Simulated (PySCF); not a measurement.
**Core-level binding energies of `F[C@@]12CCC[C@@H](CC1)C2`**

Compound: C₈H₁₃F.
Atom-mapped SMILES: `[F:1][C@@:2]12[CH2:3][CH2:4][CH2:5][C@@H:6]([CH2:7][CH2:8]1)[CH2:9]2`

Method: PySCF, delta-SCF UKS SCAN, pcX-2 on the ionised atom, pcseg-1 elsewhere, spin-free X2C. Each binding energy is the total energy of the core-ionised species, with the hole localised on one atom, minus that of the ground state; both are solved self-consistently, so orbital relaxation is included.

Problem. List the computed XPS lines with their assignment.

Solution. 
```csv
atom(s),bonded to,level,binding energy (eV),above the level's lowest (eV),count
F1,C,F 1s,691.70,0.00,1
C2,F and 3 C,C 1s,292.36,+2.05,1
C4,2 C and 2 H,C 1s,290.59,+0.28,1
C6,3 C and H,C 1s,290.49,+0.18,1
C7,2 C and 2 H,C 1s,290.46,+0.15,1
C3,2 C and 2 H,C 1s,290.44,+0.13,1
C5,2 C and 2 H,C 1s,290.44,+0.13,1
C8,2 C and 2 H,C 1s,290.39,+0.08,1
C9,2 C and 2 H,C 1s,290.31,0.00,1
```

Lowest listed C 1s: C9, bonded to 2 C and 2 H. Highest, 2.05 eV above it: C2, bonded to F and 3 C. The widest gap between neighbouring values is 1.77 eV, between 290.59 and 292.36 eV. The values 290.44, 290.44, 290.46 and 290.49 eV lie too close for their order to be trusted.

Problem. Which effective nuclear charge Zeff reproduces each element's mean 1s value in the hydrogen-like formula E = 13.606 eV × Zeff²?

Solution. C (Z = 6): mean 290.7 eV, Zeff = 4.62, Z − Zeff = 1.38; F (Z = 9): mean 691.7 eV, Zeff = 7.13, Z − Zeff = 1.87. Means run over the listed sites, weighted by atom count.

Problem. Express the binding energy of C 1s of C7 in atomic units and per mole.

Solution. 290.46 eV = 10.6742 Eh = 28025 kJ/mol.

Geometry: PBE0-D3(BJ)/def2-SVP; no solvent, vibrations or thermal averaging.
